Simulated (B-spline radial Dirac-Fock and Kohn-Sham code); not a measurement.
ΔSCF core binding energies without Breit or QED terms, calculated with a radial B-spline solver.

A sound run for neutral thallium in the configuration [Xe] 4f14 5d10 6s2 6p1: The ground state converged in 11 iterations, with total energy -20274.84358 Ha, virial ratio 1.86406 and highest orbital energy -4.80 eV. ΔSCF binding energies: K (1s) 86005.5 eV, L3 (2p3/2) 12700.5 eV, M5 (3d5/2) 2399.4 eV.

A second run, with one unsound setting: The ground state converged in 10 iterations, with total energy -20274.68947 Ha, virial ratio 1.86402 and highest orbital energy -1.35 eV. ΔSCF binding energies: K (1s) 86003.3 eV, L3 (2p3/2) 12698.3 eV, M5 (3d5/2) 2397.2 eV.

```
iter   energy (Ha)        error
   1   -20272.73631285  2.24e+00
   2   -20273.23433161  2.80e-01
   3   -20274.68705055  2.66e-02
   4   -20274.68907067  1.35e-02
   5   -20274.68944244  1.43e-03
   6   -20274.68947153  5.56e-04
   7   -20274.68947458  7.97e-05
   8   -20274.68947487  4.34e-05
   9   -20274.68947490  5.71e-06
  10   -20274.68947490  2.54e-07
```

Task: Which fault fits the second run best?
A. unbound anion
B. functional not served
C. damping too heavy
D. box too small

Result: D. The input had rmax = 5.0: rmax squeezes the outer orbitals.
